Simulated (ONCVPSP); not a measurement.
# Configuration tests for Mg (Z = 12) (ONCV)

| Property | Result |
| --- | --- |
| Element | magnesium |
| Generator | ONCVPSP 4.0.1 |
| Type | optimised norm-conserving Vanderbilt (ONCV) |
| Functional | PBE |
| Relativity | scalar-relativistic |
| Frozen core | [He] |
| Valence charge | 10 |
| Reference configuration | 2s2 2p6 (charge +2) |
| Partial waves | 2s: rc 0.65 bohr, ncon 3, nbas 8, qcut 10.6 1/bohr, 2 projectors, debl 1.9 Ha; 2p: rc 1.15 bohr, ncon 5, nbas 8, qcut 12.4 1/bohr, 3 projectors, debl 3.9 Ha; d scattering state at 0.02 Ha: rc 0.95 bohr, ncon 4, nbas 7, qcut 10.2 1/bohr, 3 projectors, debl 3.6 Ha |
| Local potential | polynomial inside 0.65 bohr (lpopt 5, dvloc0 0 Ha) |
| Core correction | Teter function, parameters optimised by the program |

In the s channel the program set the typed energies aside and used -3.674, 0.250 Ha.

Energies are relative to the spin-unpolarised reference configuration 2s2 2p6; without spin polarisation the order of configurations can differ from experiment.

| valence configuration | charge | ΔE all-electron (eV) | error AE − PS (meV) |
| --- | --- | --- | --- |
| 2s2 2p6 3s2 | 0 | -22.985 | -0.7 |
| 2s2 2p6 3s1 | +1 | -15.025 | -0.4 |
| 2s2 2p6 3p1 | +1 | -10.657 | +0.4 |

Q: What are ΔE and the potential's error for 2s2 2p6 3s1.5?

A: ΔE = -19.841 eV all-electron; the error (AE − PS) is -0.6 meV.

Note: ghosts flagged at negative energy: d at -57117.9 eV; no localised positive-energy state flagged. A true bound ghost makes a file unfit for plane-wave use.
